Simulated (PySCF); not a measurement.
Molecule: `InChI=1S/C5H7F2N/c1-3-4(8-2)5(6)7/h3,5H,1H2,2H3/b8-4+`.

Geometry (Å), atoms numbered from 1 in this order:
```xyz
15

C    -1.528    1.578   -0.145
C    -0.318    1.026   -0.170
C    -0.033   -0.383    0.077
N     1.096   -0.961    0.069
C     2.326   -0.278   -0.199
C    -1.188   -1.317    0.387
F    -2.098   -1.341   -0.620
F    -1.867   -0.927    1.495
H    -2.424    1.020    0.064
H    -1.661    2.630   -0.338
H     0.548    1.637   -0.386
H     2.331    0.169   -1.196
H     3.124   -1.016   -0.138
H     2.516    0.513    0.531
H    -0.826   -2.342    0.548
```

Frames of a GFN2-xTB Langevin trajectory at 300 K; GIAO PBE0/pcSseg-1 shieldings in PySCF, gas phase, non-relativistic; equivalent atoms averaged within each frame.

δ = σ(ref) − σ, references computed at the same level: 13C (σ = 186.93 ppm) and 1H (σ = 31.72 ppm) against TMS; 15N (σ = 267.73 ppm) vs NH3; 19F (σ = 170.95 ppm) against CFCl3. The references are static minima.

How do the shifts (ppm) fluctuate along the trajectory?

## Answers


```csv
time (fs),C3,C1,C6,C2,C5,N4,F7/F8,H9,H11,H15
optimised geometry,168.2,138.0,126.3,126.4,38.9,388.5,-131.1,6.78,6.47,6.32
250,170.9,133.7,130.4,128.1,41.5,375.2,-123.7,7.16,6.97,6.79
425,169.7,133.2,127.8,126.3,41.4,352.3,-132.7,6.62,6.64,5.94
625,164.4,126.1,131.6,122.4,42.5,406.2,-124.0,6.46,6.28,7.49
800,165.8,140.4,114.4,141.9,44.8,398.0,-152.4,7.29,7.40,5.86
1000,173.7,136.3,129.0,131.9,44.9,416.0,-125.9,6.29,7.07,6.47
mean of frames,168.9,133.9,126.6,130.1,43.0,389.5,-131.7,6.76,6.87,6.51
standard deviation,3.8,5.2,7.0,7.4,1.7,25.7,12.1,0.44,0.43,0.67
```

5 frames give an uncertainty of the mean of about the standard deviation over 2.2 at best, since frames this close in time may not be independent; classical motion lacks zero-point vibration, and the reference would need the same averaging.
